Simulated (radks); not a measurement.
Initial-state core-level shifts of the arsenic ion As+ when its valence configuration changes from [Ar] 3d10 4s2 4p2. All-electron calculation, scalar-relativistic Kohn-Sham, r2SCAN, spin-polarised, spherical densities, finite nucleus; open shells are filled with parallel spins first; meta-GGA in the generalised Kohn-Sham scheme; Fermi nuclear charge, rms radius 4.0968 fm. Program: a radial shooting solver on a logarithmic mesh with Libxc functionals. Shifts are changes of the shell-averaged eigenvalues in eV (positive: less bound); the change of the density at the nucleus, which sets a Mossbauer isomer shift, is in e/bohr^3, on a base of 3.598e+04.

valence                1s       2s       2p       3p  density at nucleus
3d10 4s1 4p3       -1.077   -1.034   -1.034   -1.110             -23.828
3d9 4s2 4p3       -13.370  -14.666  -14.602  -11.501             +13.912
3d10 4s1.5 4p2.5   -0.612   -0.586   -0.586   -0.618             -11.848
3d7 4s2 4p5       -43.248  -47.490  -47.325  -35.897             +44.610
3d9.5 4s1.5 4p3    -7.140   -7.749   -7.717   -6.281              -5.847
3d10 4p4           -3.562   -3.402   -3.410   -3.469             -47.909
3d8 4s2 4p4       -27.993  -30.702  -30.582  -23.662             +28.431
